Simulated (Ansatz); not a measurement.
Calculation: PBE-D3(BJ)/def2-SVP (Ansatz, a program for electronic structure). No frequencies were computed at this level.

Ansatz 0.2 input:
```yaml
crystal:
  periodic: [false, false, false]
  atoms:
    - { symbol: Si, position_ang: [3.579024, -0.615956, 0.027725] }
    - { symbol: C, position_ang: [1.795044, 0.007765, -0.081008] }
    - { symbol: C, position_ang: [1.443152, 1.323037, -0.457259] }
    - { symbol: C, position_ang: [0.125905, 1.683013, -0.5076] }
    - { symbol: C, position_ang: [-0.861081, 0.729983, -0.18088] }
    - { symbol: C, position_ang: [-2.243095, 1.001058, -0.201101] }
    - { symbol: C, position_ang: [-3.142809, 0.02649, 0.129368] }
    - { symbol: C, position_ang: [-2.701991, -1.257076, 0.492857] }
    - { symbol: C, position_ang: [-1.368589, -1.553602, 0.522512] }
    - { symbol: C, position_ang: [-0.414164, -0.569355, 0.186904] }
    - { symbol: N, position_ang: [0.891666, -0.89173, 0.226137] }
    - { symbol: H, position_ang: [3.846296, -1.043646, 1.39952] }
    - { symbol: H, position_ang: [3.749128, -1.726434, -0.906883] }
    - { symbol: H, position_ang: [4.470744, 0.490574, -0.337016] }
    - { symbol: H, position_ang: [2.226018, 2.026336, -0.700771] }
    - { symbol: H, position_ang: [-0.176252, 2.682614, -0.792882] }
    - { symbol: H, position_ang: [-2.575098, 1.991087, -0.48201] }
    - { symbol: H, position_ang: [-4.202371, 0.236536, 0.11337] }
    - { symbol: H, position_ang: [-3.432393, -2.010424, 0.750178] }
    - { symbol: H, position_ang: [-1.009453, -2.532635, 0.799138] }
basis:
  gaussian: { orbitals: def2-svp }
hamiltonian:
  xc: pbe
  dispersion: d3bj
relax:
  max_steps: 150
```

Output:

```
Functional definition: PBE
2312 factors; their error is unknown
mean field evaluation 1: about -18804.9371 eV, gradient 6.9e1 eV
mean field evaluation 2: about -18794.3425 eV, gradient 9.5e1 eV
mean field evaluation 4: about -18818.2640 eV, gradient 1.4e1 eV
mean field evaluation 8: about -18818.7859 eV, gradient 1.5e-1 eV
mean field evaluation 16: about -18818.6177 eV, gradient 2.3e-3 eV
mean field -18818.61768484 eV, -691.5714442005 hartree, gradient 3.6e-5 eV, S^2 0.000000; 0 other end points of the search recorded, 0 dependent functions left out
reference -18818.61772969 eV, -691.5714458488 hartree; 42, 42 occupied and 161, 161 virtual orbitals, 2312 factors
relax step   1: F+E_penalty+E_count = -18819.28306433 eV  Δ(F+E_penalty+E_count) = +0.000e0 eV  max|allowed force component| = 1.221e0 eV/Å  Δτ_max = 0.0000 Å  (34 SCF iters, accepted)
these checks for a lower state are left out or cut short: starts, cluster_reference, orbital_swaps, neighbouring_geometries, increment
2312 factors; their error is unknown
mean field -18818.80358710 eV, -691.5782759829 hartree, gradient 1.9e-5 eV, S^2 0.000000; 0 other end points of the search recorded, 0 dependent functions left out
reference -18818.80363249 eV, -691.5782776507 hartree; 42, 42 occupied and 161, 161 virtual orbitals, 2312 factors
relax step   2: F+E_penalty+E_count = -18819.46341456 eV  Δ(F+E_penalty+E_count) = -1.804e-1 eV  max|allowed force component| = 4.347e-1 eV/Å  Δτ_max = 0.0786 Å  (34 SCF iters, accepted)
these checks for a lower state are left out or cut short: starts, cluster_reference, orbital_swaps, neighbouring_geometries, increment
2312 factors; their error is unknown
mean field evaluation 32: about -18818.8200 eV, gradient 5.1e-1 eV
mean field -18818.82056540 eV, -691.5788999236 hartree, gradient 1.7e-5 eV, S^2 0.000000; 0 other end points of the search recorded, 0 dependent functions left out
reference -18818.82061100 eV, -691.5789015995 hartree; 42, 42 occupied and 161, 161 virtual orbitals, 2312 factors
relax step   3: F+E_penalty+E_count = -18819.47858158 eV  Δ(F+E_penalty+E_count) = -1.517e-2 eV  max|allowed force component| = 8.126e-2 eV/Å  Δτ_max = 0.0175 Å  (35 SCF iters, accepted)
these checks for a lower state are left out or cut short: starts, cluster_reference, orbital_swaps, neighbouring_geometries, increment
2312 factors; their error is unknown
mean field -18818.82074197 eV, -691.5789064126 hartree, gradient 1.8e-5 eV, S^2 0.000000; 0 other end points of the search recorded, 0 dependent functions left out
reference -18818.82078758 eV, -691.5789080885 hartree; 42, 42 occupied and 161, 161 virtual orbitals, 2312 factors
relax step   4: F+E_penalty+E_count = -18819.47871241 eV  Δ(F+E_penalty+E_count) = -1.308e-4 eV  max|allowed force component| = 2.273e-2 eV/Å  Δτ_max = 0.0021 Å  (36 SCF iters, accepted)
these checks for a lower state are left out or cut short: starts, cluster_reference, orbital_swaps, neighbouring_geometries, increment
2312 factors; their error is unknown
mean field -18818.82073624 eV, -691.5789062021 hartree, gradient 1.8e-5 eV, S^2 0.000000; 0 other end points of the search recorded, 0 dependent functions left out
reference -18818.82078185 eV, -691.5789078780 hartree; 42, 42 occupied and 161, 161 virtual orbitals, 2312 factors
relax step   5: F+E_penalty+E_count = -18819.47873511 eV  Δ(F+E_penalty+E_count) = -2.270e-5 eV  max|allowed force component| = 3.596e-3 eV/Å  Δτ_max = 0.0014 Å  (36 SCF iters, accepted)
2312 factors; their error is unknown
mean field evaluation 64: about -18818.9929 eV, gradient 6.2e-1 eV
mean field -18818.82073624 eV, -691.5789062021 hartree, gradient 1.8e-5 eV, S^2 0.000000; 1 other end points of the search recorded, 0 dependent functions left out
reference -18818.82078185 eV, -691.5789078780 hartree; 42, 42 occupied and 161, 161 virtual orbitals, 2312 factors
Total energy: -18819.47878072 eV, -691.6030888905 hartree
Atom 0 at     3.608523    -0.610351     0.024935 Å, force     0.001110    -0.000026    -0.000498 eV/Å
Atom 1 at     1.813033     0.008827    -0.081694 Å, force    -0.000961     0.000218     0.003098 eV/Å
Atom 2 at     1.459876     1.341518    -0.463506 Å, force    -0.001064    -0.003596    -0.001330 eV/Å
Atom 3 at     0.122666     1.699911    -0.512161 Å, force    -0.001504     0.000987    -0.003165 eV/Å
Atom 4 at    -0.872506     0.738149    -0.182186 Å, force     0.001645    -0.000836     0.000796 eV/Å
Atom 5 at    -2.270002     1.015022    -0.203829 Å, force    -0.000393    -0.001294     0.000551 eV/Å
Atom 6 at    -3.186024     0.028777     0.130354 Å, force     0.000215    -0.000544    -0.002963 eV/Å
Atom 7 at    -2.741921    -1.272118     0.498635 Å, force     0.000017     0.000112     0.003165 eV/Å
Atom 8 at    -1.389129    -1.572579     0.529449 Å, force    -0.001760    -0.000824    -0.001192 eV/Å
Atom 9 at    -0.420096    -0.581477     0.191562 Å, force     0.002140     0.002571     0.001545 eV/Å
Atom 10 at     0.902666    -0.915113     0.233605 Å, force    -0.001740     0.002392    -0.002519 eV/Å
Atom 11 at     3.910790    -1.067971     1.424153 Å, force     0.000067     0.000231    -0.000323 eV/Å
Atom 12 at     3.810674    -1.761938    -0.919347 Å, force     0.000119     0.000210     0.000256 eV/Å
Atom 13 at     4.558316     0.500108    -0.344617 Å, force    -0.001218    -0.000369     0.000048 eV/Å
Atom 14 at     2.248360     2.067122    -0.714656 Å, force    -0.000321    -0.000129     0.001046 eV/Å
Atom 15 at    -0.184666     2.717580    -0.802882 Å, force     0.001298    -0.000468     0.001702 eV/Å
Atom 16 at    -2.608473     2.023508    -0.489950 Å, force     0.000018    -0.000710     0.000677 eV/Å
Atom 17 at    -4.264066     0.249392     0.111380 Å, force     0.001120     0.000759     0.000318 eV/Å
Atom 18 at    -3.482778    -2.042739     0.760941 Å, force     0.000961     0.000271    -0.000724 eV/Å
Atom 19 at    -1.015561    -2.567994     0.810113 Å, force     0.000250     0.001044    -0.000489 eV/Å
Dipole moment:    -0.342578     0.339243    -0.086337 e Å
```

Cost: roughly 40 core-seconds.
